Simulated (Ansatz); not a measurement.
Geometry optimisation, Ansatz 0.2.0, RKS PBE-D4/def2-SVP.

The input (input.yaml):

```yaml
crystal:
  periodic: [false, false, false]
  atoms:
    - { symbol: "N", position_ang: [-0.218, 0.3975, 1.8613] }
    - { symbol: Si, position_ang: [0.2154, -0.1357, 0.226] }
    - { symbol: O, position_ang: [1.8576, -0.4653, 0.0062] }
    - { symbol: B, position_ang: [-1.0029, -0.1856, -1.3025] }
    - { symbol: "N", position_ang: [-0.2666, 1.0482, -0.9608] }
    - { symbol: H, position_ang: [0.1027, -0.2363, 2.5351] }
    - { symbol: H, position_ang: [-1.2814, 0.3837, 1.8961] }
    - { symbol: H, position_ang: [1.9543, -1.2128, -0.6171] }
    - { symbol: H, position_ang: [-1.7666, -0.7757, -2.0038] }
    - { symbol: H, position_ang: [0.4886, 1.1308, -1.6376] }
basis:
  gaussian: { orbitals: def2-SVP }
hamiltonian:
  xc: pbe
  dispersion: d4
relax:
  f_tol: 0.015
  max_steps: 40
output:
  orbitals: {}
```

Launched with:

```bash
$ ansatz run input.yaml --threads 2 --pin off --max-ram 3072MiB --backend cpu --events-out ev --progress --plain --runs-dir out
```

Q: Where does it end, and by what steps?

A: The run converged. After 14 steps the energy has fallen by 1.533 eV; H10 moved furthest, 0.79 Å.

```json
{"step": "0", "energy less start (eV)": "0.0000", "largest force component (eV/Å)": "2.130", "accepted": "yes"}
{"step": "1", "energy less start (eV)": "-0.5784", "largest force component (eV/Å)": "1.681", "accepted": "yes"}
{"step": "2", "energy less start (eV)": "-0.9770", "largest force component (eV/Å)": "1.478", "accepted": "yes"}
{"step": "3", "energy less start (eV)": "-1.2539", "largest force component (eV/Å)": "1.102", "accepted": "yes"}
{"step": "4", "energy less start (eV)": "-1.3941", "largest force component (eV/Å)": "1.333", "accepted": "yes"}
{"step": "5", "energy less start (eV)": "-1.4260", "largest force component (eV/Å)": "0.737", "accepted": "yes"}
{"step": "6", "energy less start (eV)": "-1.3928", "largest force component (eV/Å)": "1.267", "accepted": "no"}
{"step": "7", "energy less start (eV)": "-1.5249", "largest force component (eV/Å)": "0.286", "accepted": "yes"}
{"step": "8", "energy less start (eV)": "-1.5269", "largest force component (eV/Å)": "0.220", "accepted": "yes"}
{"step": "9", "energy less start (eV)": "-1.5234", "largest force component (eV/Å)": "0.451", "accepted": "no"}
{"step": "10", "energy less start (eV)": "-1.5317", "largest force component (eV/Å)": "0.097", "accepted": "yes"}
{"step": "11", "energy less start (eV)": "-1.5325", "largest force component (eV/Å)": "0.018", "accepted": "yes"}
{"step": "12", "energy less start (eV)": "-1.5327", "largest force component (eV/Å)": "0.035", "accepted": "yes"}
{"step": "13", "energy less start (eV)": "-1.5328", "largest force component (eV/Å)": "0.040", "accepted": "yes"}
{"step": "14", "energy less start (eV)": "-1.5329", "largest force component (eV/Å)": "0.008", "accepted": "yes"}
```

```xyz
10
Properties=species:S:1:pos:R:3
N -0.210 0.298 1.764
Si 0.155 -0.282 0.182
O 1.723 -0.857 0.387
B -0.949 -0.311 -1.401
N -0.149 0.830 -1.177
H 0.379 0.002 2.543
H -1.175 0.465 2.050
H 2.081 -1.301 -0.400
H -1.742 -0.617 -2.267
H -0.030 1.721 -1.679
```

Whether the end is a true minimum wasn't checked by a vibrational analysis.

Time of the run: 24 s on 2 threads of Arm Neoverse V2 (shared host), peak memory 0.15 GiB.
